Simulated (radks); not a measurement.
Values are calculated unless marked as measured or tabulated.
Mean orbital radii <r> (bohr) of the oxygen ion O+, [He] 2s2 2p3, at several levels of relativity; Dirac values are averaged over j with weights 2j + 1. Spin-unpolarised spherical Kohn-Sham, PBE, point nucleus unless stated (finite: rms radius 2.6991 fm), a radial shooting solver on a logarithmic mesh with Libxc functionals. A level marked "c x" has the speed of light scaled by that factor and shares open shells by 2j + 1; other Dirac levels either fill j = l - 1/2 first or share by 2j + 1.

shell	non-rel.	Dirac, 2j+1 shares	Dirac, low j first	Dirac, 2j+1 shares, finite nucleus	change of magnitude, last against first (%)
1s	0.1997	0.1995	0.1995	0.1995	-0.10
2s	1.086	1.084	1.084	1.084	-0.10
2p	1.110	1.110	1.110	1.110	-0.01
